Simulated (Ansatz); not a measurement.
A nudged elastic band was laid between two geometries of AlClFH₅N₂ (10 atoms, charge 0, multiplicity 1).

The calculation used Ansatz 0.2.0, RKS PBE0/def2-SVP.

```json
{
  "movable images": "7",
  "climbing image": "yes",
  "spring": "5.0 eV/Å²",
  "optimiser": "quadratic models (default)",
  "start path": "through a guess of the saddle point",
  "force threshold": "0.05 eV/Å",
  "iteration limit": "60",
  "end points": "relaxed"
}
```

First end point:

```xyz
10
Properties=species:S:1:pos:R:3
Al -0.081 0.140 0.145
F -0.215 -0.682 1.608
Cl 1.827 0.066 -0.819
N -1.526 0.191 -0.909
H -2.396 -0.250 -0.630
H -1.449 0.146 -1.919
N 0.054 1.993 0.957
H 0.924 2.454 0.687
H -0.732 2.563 0.642
H 0.025 1.928 1.975
```

Last end point:

```xyz
10
Properties=species:S:1:pos:R:3
Al -0.085 0.140 0.150
F -0.211 -0.678 1.616
Cl 1.819 0.065 -0.821
N -1.522 0.188 -0.912
H -1.440 0.115 -1.920
H -2.407 -0.221 -0.630
N 0.053 1.994 0.955
H 0.931 2.443 0.693
H -0.722 2.574 0.631
H 0.014 1.931 1.974
```

**Question.** What changes between the two ends?

**Answer.** No bond is made or broken.  The two ends are copies of one structure, up to a mirror image or an exchange of like atoms.

**Question.** Give the energies along the band, and the barrier.

**Answer.** The run converged. The highest image is number 5 of 0 to 8, 0.153 eV above the ends, which have the same energy within 2 meV. A vibrational analysis at the climbing image gives one clearly imaginary mode, 273i cm⁻¹: a first-order saddle point.

| image | path coordinate (Å) | energy (eV) |
| --- | --- | --- |
| 0 | 0.00 | 0.000 |
| 1 | 0.38 | 0.013 |
| 2 | 0.76 | 0.044 |
| 3 | 1.14 | 0.086 |
| 4 | 1.51 | 0.130 |
| 5 | 1.89 | 0.153 |
| 6 | 2.46 | 0.102 |
| 7 | 3.03 | 0.030 |
| 8 | 3.60 | 0.000 |

**Question.** What is the geometry of the highest image?

**Answer.** 
```xyz
10
Properties=species:S:1:pos:R:3
Al -0.093 0.096 0.198
F -0.191 -0.626 1.717
Cl 1.886 -0.098 -0.603
N -1.507 0.067 -0.887
H -1.796 -0.744 -1.422
H -2.083 0.856 -1.152
N 0.016 2.005 0.862
H 0.925 2.387 0.593
H -0.712 2.648 0.548
H -0.016 1.959 1.883
```

**Question.** What are the harmonic wavenumbers there?

**Answer.** 273i, 102, 125, 154, 197, 230, 243, 260, 451, 473, 591, 639, 677, 770, 889, 1213, 1534, 1605, 1628, 3488, 3611, 3630, 3631, 3716 cm⁻¹.

The run took 2.9 min on 2 threads of Intel(R) Xeon(R) 6975P-C (Granite Rapids) (shared host), peak memory 0.24 GiB.
